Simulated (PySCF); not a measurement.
# A search over the determinants of TeP

Unrestricted PBE0; basis Te def2-SVP with ECP28, P def2-SVP; scalar-relativistic core potentials; PySCF 2.14. Outer shells of the fragments: Te 4d10 5s2 5p4; P 3s2 3p3.

Followed along the bond (rough minima from three points):

```json
{"2Ms+1": "2", "unpaired": "π ↑", "⟨S²⟩ at the start": "0.90", "R at minimum (Å)": "2.26", "Te (eV)": "0.00"}
{"2Ms+1": "4", "unpaired": "π ↑↑↑", "⟨S²⟩ at the start": "3.76", "R at minimum (Å)": "none in the scan", "Te (eV)": "≤ 1.25"}
{"2Ms+1": "2", "unpaired": "π ↑↑↓", "⟨S²⟩ at the start": "1.76", "R at minimum (Å)": "none in the scan", "Te (eV)": "≤ 1.62"}
{"2Ms+1": "6", "unpaired": "σ ↑, π ↑↑↑↑", "⟨S²⟩ at the start": "8.75", "R at minimum (Å)": "none in the scan", "Te (eV)": "≤ 4.38"}
```

Solutions found at the starting distance of 2.385 Å, counted from the lowest of them; the search is not exhaustive and high or unbound solutions are not listed, so other states can lie among these:

| 2Ms+1 | unpaired | term | E (eV) | ⟨S²⟩ | ⟨Lz²⟩ | μ (D) |
| --- | --- | --- | --- | --- | --- | --- |
| 2 | π ↑ | ²Π | 0.00 | 0.90 | 1.01 | -0.29 |
| 4 | π ↑↑↑ | ⁴Π | 1.12 | 3.76 | 1.00 | -0.89 |
| 2 | π ↑↑↓ | mixed | 1.49 | 1.76 | 3.02 | -0.90 |
| 4 | σ ↑, π ↑↑ | ⁴Σ⁻ | 2.26 | 3.76 | 0.00 | 0.11 |
| 2 | σ ↓, π ↑↑ | mixed | 2.81 | 1.77 | 0.00 | -0.13 |
| 2 | π ↑ | mixed | 2.85 | 0.75 | 3.01 | -0.99 |
| 4 | σ ↑, π ↑↑ | mixed | 4.38 | 3.76 | 2.01 | -0.03 |
| 2 | σ ↓, π ↑↑ | mixed | 4.84 | 1.76 | 2.01 | 0.06 |
| 4 | σ ↑, π ↑↑ | mixed | 4.94 | 3.75 | 2.01 | 0.33 |
| 4 | σ ↑↑, π ↑ | ⁴Π | 5.22 | 3.98 | 1.01 | 0.68 |

A term symbol is given only where ⟨S²⟩ and ⟨Lz²⟩ are close to those of a pure state; real π, δ and φ orbitals otherwise mix terms. A positive dipole means Te(−)P(+).

Spin–orbit coupling is left out. Counting both spins, an empty level lies below a filled one in some of these solutions, because spin and occupation are held.
